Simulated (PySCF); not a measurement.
Record of a relaxation.

Species: CH₆ClGeP.
SMILES with atom numbers: `[CH3:1][Ge@@H:2]([PH2:3])[Cl:4]` (hydrogens: H5, H6, H7 on C1; H8 on Ge2; H9, H10 on P3)

Computed by this run: PySCF 2.14.0, PBE0-D3(BJ)/def2-SVP geometry optimisation, gas phase; density fitting, grid level 1; the optimiser is geomeTRIC in internal coordinates, started from a GFN2-xTB structure. The frame can shift and turn from step to step; on so coarse a grid that alone can change the energy by a few meV, and forces under 0.02 eV/Å are noise.

Step 0: E = -79435.3763 eV, largest atomic force 1.388 eV/Å
```
atom  x, y, z in Å  |  force x, y, z in eV/Å
C1     -1.133   -0.896    0.050    0.705   0.823  -0.090
Ge2    -0.098    0.807    0.202   -0.316  -1.183   0.654
P3      2.208    0.678   -0.084   -0.141   1.180   0.116
Cl4    -0.888    2.123   -1.264   -0.209   0.562  -0.699
H5     -0.817   -1.610    0.804    0.211  -0.271   0.376
H6     -0.986   -1.338   -0.933    0.095  -0.144  -0.403
H7     -2.191   -0.695    0.181   -0.467   0.217   0.077
H8     -0.438    1.469    1.545    0.094   0.050   0.151
H9      2.290   -0.454    0.716    0.073  -0.774   0.617
H10     2.062   -0.079   -1.240   -0.045  -0.458  -0.800
```

Step 1: E = -79435.4701 eV, largest atomic force 0.561 eV/Å
```
atom  x, y, z in Å  |  force x, y, z in eV/Å
C1     -1.030   -0.892   -0.130   -0.281  -0.161   0.192
Ge2    -0.192    0.791    0.336    0.013   0.219  -0.516
P3      2.116    0.732    0.086    0.005  -0.210  -0.005
Cl4    -0.902    2.229   -1.175    0.145  -0.205   0.338
H5     -0.718   -1.674    0.581   -0.018   0.032  -0.046
H6     -0.770   -1.211   -1.149    0.067   0.118   0.020
H7     -2.124   -0.774   -0.066    0.044  -0.059  -0.026
H8     -0.616    1.335    1.712    0.002  -0.013  -0.014
H9      2.211   -0.447    0.912    0.001   0.159  -0.115
H10     1.993   -0.038   -1.124    0.020   0.118   0.172
```

Step 2: E = -79435.4869 eV, largest atomic force 0.230 eV/Å
```
atom  x, y, z in Å  |  force x, y, z in eV/Å
C1     -1.055   -0.900   -0.127   -0.091  -0.013   0.099
Ge2    -0.185    0.781    0.319   -0.032   0.055  -0.221
P3      2.127    0.740    0.091   -0.055  -0.018   0.024
Cl4    -0.884    2.239   -1.151    0.065  -0.098   0.124
H5     -0.745   -1.685    0.580    0.015   0.011  -0.019
H6     -0.788   -1.207   -1.147    0.028   0.022  -0.019
H7     -2.148   -0.782   -0.066    0.018   0.009  -0.016
H8     -0.604    1.321    1.696    0.010   0.000   0.037
H9      2.228   -0.435    0.906    0.015   0.018  -0.015
H10     2.023   -0.019   -1.117    0.027   0.014   0.004
```

Step 3: E = -79435.4892 eV, largest atomic force 0.039 eV/Å
```
atom  x, y, z in Å  |  force x, y, z in eV/Å
C1     -1.071   -0.902   -0.126   -0.009  -0.003   0.005
Ge2    -0.185    0.772    0.310   -0.010   0.010   0.007
P3      2.126    0.743    0.095   -0.028   0.022   0.018
Cl4    -0.875    2.239   -1.138    0.002   0.001  -0.010
H5     -0.759   -1.688    0.578    0.008  -0.003  -0.006
H6     -0.800   -1.203   -1.148   -0.005  -0.011  -0.004
H7     -2.161   -0.778   -0.066   -0.001   0.012  -0.007
H8     -0.597    1.309    1.694    0.022  -0.008   0.009
H9      2.240   -0.434    0.902    0.010  -0.016   0.010
H10     2.050   -0.006   -1.119    0.011  -0.004  -0.022
```

Step 4: E = -79435.4894 eV, largest atomic force 0.027 eV/Å
```
atom  x, y, z in Å  |  force x, y, z in eV/Å
C1     -1.076   -0.902   -0.127    0.008   0.009  -0.007
Ge2    -0.185    0.770    0.310   -0.005  -0.018   0.020
P3      2.126    0.744    0.099   -0.008   0.008   0.007
Cl4    -0.872    2.239   -1.136   -0.006   0.011  -0.018
H5     -0.765   -1.690    0.575    0.001  -0.002   0.000
H6     -0.808   -1.204   -1.149   -0.005  -0.005   0.000
H7     -2.166   -0.774   -0.066   -0.002   0.007  -0.001
H8     -0.590    1.303    1.697    0.011  -0.005   0.005
H9      2.245   -0.436    0.901    0.003  -0.007   0.002
H10     2.061    0.001   -1.120    0.004   0.001  -0.007
```

Problem. Summarise the path.

Solution. The energy falls by 2.61 kcal/mol from step 0 to step 4; nine tenths of that is first reached at step 2. It falls at every step. The largest force goes from 1.388 to 0.027 eV/Å. Among the bonds C1–Ge2 changes most, from 1.999 to 1.944 Å; the atoms move by 0.070 Å rms after alignment.

Problem. Follow the three bonds and two angles with the largest change from start to end.

Solution. 
```
step  E above end (kcal/mol)  largest force (eV/Å)  C1–Ge2 (Å)  Ge2–Cl4 (Å)  P3–H9 (Å)  C1–Ge2–H8 (°)  P3–Ge2–Cl4 (°)
   0                    2.61                 1.388       1.999        2.123      1.389          108.6           108.6
   1                    0.45                 0.561       1.937        2.203      1.442          113.7           105.3
   2                    0.06                 0.230       1.945        2.185      1.434          112.8           105.3
   3                    0.01                 0.039       1.943        2.174      1.431          112.3           105.2
   4                    0.00                 0.027       1.944        2.173      1.432          112.3           105.2
```

The cost below is that of the whole optimisation. Time: 34 s; peak memory 0.49 GiB. Hardware: one thread, Intel Xeon Platinum 8259CL at 2.50 GHz (x86_64), shared host with 96 logical CPUs at a one-minute load of 39.
